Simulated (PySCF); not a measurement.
Te(H)(Me) (CH₄Te), SMILES C[TeH].

The structure is a stationary point at B3LYP-D3(BJ)/def2-TZVP. The def2 effective core potentials stand for the cores of Te; spin–orbit coupling is left out.

The numbers are results of B3LYP/def2-TZVPD (PySCF), not measurements.

Symmetry labels are those of the subgroup Cs that the program uses (full group Cs).

Computed valence orbital energies around the gap with their symmetry:
```csv
orbital,symmetry,energy (eV)
HOMO−7,A',-42.98
HOMO−6,A',-19.74
HOMO−5,A',-16.42
HOMO−4,A',-11.76
HOMO−3,A",-11.66
HOMO−2,A',-9.71
HOMO−1,A',-8.48
HOMO,A",-5.89
LUMO,A',-1.07
LUMO+1,A',-0.34
LUMO+2,A',0.50
LUMO+3,A',0.55
```
